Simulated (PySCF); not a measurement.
Job file and geometry (Å, from GFN2-xTB) of an NMR shielding run on SMILES Cl[Si](Cl)(Cl)Cl, Cl₄Si, GIAO PBE0/pcSseg-1 NMR shielding, non-relativistic, gas phase (PySCF 2.14.0, density-fitted response routines); density fitting, a coarse starting grid and PySCF grid level 2 are the driver's defaults:

```
{"job": {"kind": "nmr", "xc": "PBE0", "basis": "pcSseg-1"}, "charge": 0, "multiplicity": 1}
Cl     0.704708    -1.296371     1.367861
Si     0.001841     0.000703    -0.003368
Cl    -0.957738     1.507260     0.927467
Cl     1.536951     0.743230    -1.075294
Cl    -1.277139    -0.951969    -1.233851
```

Question: Write the output of this run.

Answer: 
```
coarse grid: 8120 points
cycle   1  E = -2129.6017465194  dE =  7.100e-01  |g| = 4.578e-01  |ddm| = 2.393e+00
cycle   2  E = -2129.5542842666  dE =  4.746e-02  |g| = 6.489e-01  |ddm| = 1.191e+00
cycle   3  E = -2129.6591450846  dE = -1.049e-01  |g| = 3.560e-02  |ddm| = 6.905e-01
cycle   4  E = -2129.6594006877  dE = -2.556e-04  |g| = 1.244e-02  |ddm| = 4.273e-02
cycle   5  E = -2129.6594356122  dE = -3.492e-05  |g| = 1.109e-03  |ddm| = 1.346e-02
cycle   6  E = -2129.6594357967  dE = -1.846e-07  |g| = 2.086e-04  |ddm| = 1.166e-03
final grid: 58912 points
cycle   7  E = -2129.6832324826  dE = -2.649e-05  |g| = 4.717e-03  |ddm| = 1.048e-02
cycle   8  E = -2129.6832332500  dE = -7.674e-07  |g| = 2.419e-03  |ddm| = 4.623e-03
cycle   9  E = -2129.6832338512  dE = -6.013e-07  |g| = 5.445e-04  |ddm| = 2.439e-03
cycle  10  E = -2129.6832339218  dE = -7.058e-08  |g| = 1.054e-04  |ddm| = 6.415e-04
cycle  11  E = -2129.6832339247  dE = -2.920e-09  |g| = 1.296e-05  |ddm| = 1.198e-04
cycle  12  E = -2129.6832339248  dE = -3.092e-11  |g| = 2.487e-06  |ddm| = 1.113e-05
converged SCF energy = -2129.6832339248

GIAO shielding tensors (ppm)
atom      isotropic    diamagn.    paramagn.     s11        s22        s33       span
  0 Cl     761.899    1147.117    -385.218    667.188    667.282    951.226    284.038
  1 Si     336.853     874.101    -537.248    336.809    336.848    336.903      0.094
  2 Cl     761.900    1147.116    -385.216    667.157    667.278    951.265    284.108
  3 Cl     761.906    1147.109    -385.202    667.166    667.282    951.271    284.105
  4 Cl     761.811    1147.113    -385.302    667.034    667.133    951.267    284.233
```

Question: Turn these shieldings into chemical shifts. Shifts are taken against calculated references (same method and geometry level): 35Cl (σ = 949.78 ppm) vs HCl; 29Si (σ = 349.16 ppm) vs TMS.

Answer: Averaging equivalent atoms: Cl 0/2/3/4: 188; Si 1: 12.3 ppm. 

Size and cost of the density-fitted run: 120 basis functions, 9.1 s wall time on 1 thread of an Arm Neoverse V1, shared host.
